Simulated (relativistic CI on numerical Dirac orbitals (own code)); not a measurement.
## Cr⁸⁺: sensitivity of the levels to the model

Base calculation: Dirac-Coulomb-Breit CI, KLI orbitals optimised for each configuration, model QED (radiative potential, 1s self-energy scaled to tabulated hydrogen-like ionisation energies), unscaled Slater integrals.

Configurations in the expansion (outside the closed core [Ne]): 3s2 3p4, 3s 3p5, 3p6, 3s2 3p3 3d, 3s 3p4 3d, 3p5 3d, 3s 3p3 3d2, 3s2 3p3 4s, 3s2 3p3 4p, 3s2 3p2 3d 4p, 3p5 4s, 3s2 3p3 4d, 3p5 4p, 3s2 3p2 3d2, 3s2 3p 3d3, 3s 3p2 3d3, 3s2 3p 3d2 4s, 3s2 3p 3d2 4p, 3s2 3p 3d2 4d, 3s2 3p2 3d 4s, 3s 3p2 3d2 4s, 3s2 3p 3d 4s2, 3s2 3p 3d 4s 4p, 3s2 3p 3d 4s 4d. Double excitations out of closed p, d and f shells are left out; levels of such configurations are missing from the list, as are those of other unlisted configurations, and high levels can miss mixing partners.

Variants: (1) Breit term removed. Shifts of the energy above 3s2 3p4 3P_2, in cm⁻¹, for the lowest level and the first level of each name with at least 55 % of one term (blank where a level changes its place among those of its configuration and J or its character, or is not in the variant):

| Level | Base | Δ(1) |
| --- | --- | --- |
| 3s2 3p4 3P_2 | 0 | 0 |
| 3s2 3p4 3P_1 | 7718 | +210 |
| 3s2 3p4 3P_0 | 9488 | +211 |
| 3s2 3p4 1D_2 | 32570 | +196 |
| 3s2 3p4 1S_0 | 67835 | +211 |
| 3s 3p5 3P°_2 | 235570 | +94 |
| 3s 3p5 3P°_1 | 241812 | +256 |
| 3s 3p5 3P°_0 | 245451 | +331 |
| 3s 3p5 1P°_1 | 307780 | +321 |
| 3s2 3p3 3d 5D°_0 | 328240 | +460 |
| 3s2 3p3 3d 5D°_1 | 328335 | +488 |
| 3s2 3p3 3d 5D°_2 | 328481 | +537 |
| 3s2 3p3 3d 5D°_3 | 328700 | +604 |
| 3s2 3p3 3d 5D°_4 | 329156 | +687 |

At this charge configurations can still be misplaced by up to about 7 % of their energy.

Ionisation energy from the two ground configurations alone: base 207.862 eV; Breit term removed 207.939 eV. The NIST ASD value (semi-empirical) is 209.5 eV.

LS names give the leading component of a level, which can be under half, so a name can repeat, a term be missing and a line seem to break the LS rules.
